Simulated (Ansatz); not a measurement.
Species: C5H10O, net charge 0, singlet state. 
Geometry from a B3LYP-D3(BJ)/def2-TZVP (Ansatz, a program for electronic structure) optimisation:
```xyz
16

C     -2.5283     0.1158    -0.3182
C     -1.3083    -0.6836     0.1128
C      0.0027     0.0704    -0.0257
O      0.0467     1.2056    -0.4404
C      1.2553    -0.6830     0.3865
C      2.5375     0.1204     0.2319
H     -2.6258     1.0264     0.2726
H     -2.4482     0.4156    -1.3630
H     -3.4375    -0.4745    -0.1965
H     -1.3959    -1.0058     1.1565
H     -1.2197    -1.6111    -0.4637
H      1.1180    -1.0127     1.4223
H      1.2946    -1.6064    -0.2021
H      3.4009    -0.4699     0.5415
H      2.5042     1.0269     0.8360
H      2.6821     0.4274    -0.8037
```

Basis-set convergence of Hartree-Fock and CCSD correlation energies (hartree) with Ansatz. Valence correlation only, unless marked. Spin-orbit coupling is left out. Non-relativistic.

```json
[
 {"basis": "cc-pVDZ", "functions": "134", "E(HF)": "-270.05478", "E(corr, CCSD)": "-0.95133"},
 {"basis": "cc-pVTZ", "functions": "320", "E(HF)": "-270.13067", "E(corr, CCSD)": "-1.13995"},
 {"basis": "cc-pVQZ", "functions": "630", "E(HF)": "-270.14887", "E(corr, CCSD)": "-1.19893"}
]
```

Extrapolating the two largest sets (X = 3 and 4) as X^-3: E(corr) = (64·(-1.19893) - 27·(-1.13995))/37 = -1.2420 Eh, an estimate of the basis-set limit. The largest set recovers 96.5 % of it, the smallest 76.6 %.
